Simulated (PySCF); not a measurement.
C3H7BO4Si, SMILES OB(C#C[Si](O)(C)O)O at its GFN2-xTB optimised geometry (Å):

```
16

Si    -0.8842     2.0879     0.0005
C     -2.7265     1.6565     0.0681
O     -0.3766     3.0382     1.2363
O     -0.6317     2.9546    -1.3479
C      0.1192     0.5175    -0.0035
C      0.7530    -0.5134     0.0000
B      1.5666    -1.8277     0.0000
O      2.9202    -1.8277     0.0000
O      0.9611    -3.0382     0.0064
H     -3.3344     2.5480     0.1915
H     -2.9496     0.9842     0.8919
H     -3.0424     1.1683    -0.8472
H     -0.4646     2.7481     2.1383
H      0.0926     3.5734    -1.3837
H      3.3344    -0.9673    -0.0088
H      0.0063    -3.0239    -0.0010
```

Calculation: PBE0/def2-TZVP run with PySCF. Cells within 0.4 Å of a nucleus heavier than hydrogen are left out (blank, or x).

Map of the HOMO−1 amplitude (bohr^(-3/2)) on the plane z = 1.2 Å; orbital energy -8.34 eV, overall sign arbitrary:

```
|4444444444444444444444444444444|
|4444444444444444444444444444444|
|4444444444444444444444444444444|
|4444444444445555444444444444444|
|4444444444455555444444444444444|
|4444444444456776444444444444444|
|44444444444569x5444444444444444|
|4444444444455xxx334444444444444|
|4444444444444300234444444444444|
|4444444444444323344444444444444|
|4444444444444444444444444444444|
|4444444444445556555544444444444|
|4444444344455677765554444444444|
|4444444444455678876554444444444|
|4444444444456789987655444444444|
|4444444444455689998655444444444|
|4444444444455678998765444444444|
|4444444444455667898755444444444|
|4444444444445566777654444444444|
|4444444444445556666554433444444|
|4444444444444455555544333444444|
|4444444444444444444444333444444|
|4444444444444444444444334444444|
|4444444444444444433344444444444|
|4444444444444444333344444444444|
|4444444444444444444444444444444|
|4444444444444444444444444444444|
|4444444444444444444444444444444|
|4444444444444444444444444444444|
|4444444444444444444444444444444|
|4444444444444444444444444444444|
```
Scale: ten equal steps from -0.070 (start of '0') to 0.084 (end of '9'), in the order '0123456789'; x runs from -5.50 to 5.50, y from -5.50 (bottom) to 5.50 (top).
